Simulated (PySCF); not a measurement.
C₃H₄ClNSi, SMILES C1[Si@@H](Cl)C=NC=1. Atoms are numbered in the order given.

```xyz
10

Cl    -1.7241    -0.8371     0.9594
Si    -0.3983    -0.2829    -0.5271
C      1.3613    -0.8014    -0.2458
C      2.0636     0.3430    -0.1458
N      1.4141     1.6163    -0.2331
C      0.1480     1.5370    -0.4087
H     -0.9935    -0.6701    -1.8354
H      1.8295    -1.7839    -0.1818
H      3.1464     0.3944     0.0079
H     -0.4339     2.4651    -0.4878
```

The structure is a stationary point at PBE0-D3(BJ)/def2-SVP. The structure was generated by enumeration; whether it is a known compound was not checked.

The numbers are results of CAM-B3LYP/def2-TZVP in PySCF, not measurements.

ESP charges are fitted to the potential on shells at 1.4 to 2.0 van der Waals radii. Atomic charges (e):

```
atom  ESP fit  meta-Löwdin  Mulliken
----  -------  -----------  --------
Cl1     -0.17        -0.29     -0.23
Si2      0.40         0.80      0.45
C3      -0.41        -0.41     -0.28
C4       0.23         0.01     -0.02
N5      -0.46        -0.23     -0.16
C6       0.12        -0.19     -0.16
H7      -0.06        -0.09     -0.02
H8       0.17         0.14      0.14
H9       0.09         0.13      0.14
H10      0.08         0.13      0.15
```

Give the Mayer and Wiberg (Löwdin basis) orders of the bonds. (The exact figures need the calculation; the answer reports its results.)


```csv
bond,Mayer,Wiberg
Cl1–Si2,1.17,1.79
Si2–C3,0.97,1.09
C3–C4,1.82,2.03
C4–N5,1.06,1.36
Si2–C6,0.93,1.03
N5–C6,1.88,2.25
Si2–H7,0.94,0.91
C3–H8,0.95,0.86
C4–H9,0.96,0.86
C6–H10,0.94,0.89
```
